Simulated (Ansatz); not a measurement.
Spectroscopic constants of BeB+, multiplicity 3 (an upper state: multiplicity 1 came lower at CCSD(T)/def2-TZVPP on PBE0 minima).

Seven points along R, fitted to fifth degree in 1/R; most abundant isotopes. Runs in def2 and cc sets follow the lowest solution found near the PBE0 minimum.

Correlated levels freeze the inner cores; with def2 sets outer-core shells near the valence are correlated too.

Programs: Ansatz (Gaussian orbitals). 

```
level               r_e (Å)  ω_e (cm⁻¹)  ω_e x_e (cm⁻¹)
------------------  -------  ----------  --------------
PBE/def2-TZVPP        1.828         796             7.9
PBE0/def2-TZVPP       1.808         [?]             8.9
wB97X-V/def2-TZVPP    1.797         857            10.0
CCSD/def2-TZVPP       1.813         804              11
CCSD(T)/def2-TZVPP      [?]         [?]             8.9
```

### Question
Some entries are withheld; supply them.

### Answer

- CCSD(T)/def2-TZVPP, r_e (Å): 1.820
- CCSD(T)/def2-TZVPP, ω_e (cm⁻¹): 792
- PBE0/def2-TZVPP, ω_e (cm⁻¹): 828

Ansatz is a quantum-chemistry and plane-wave program.
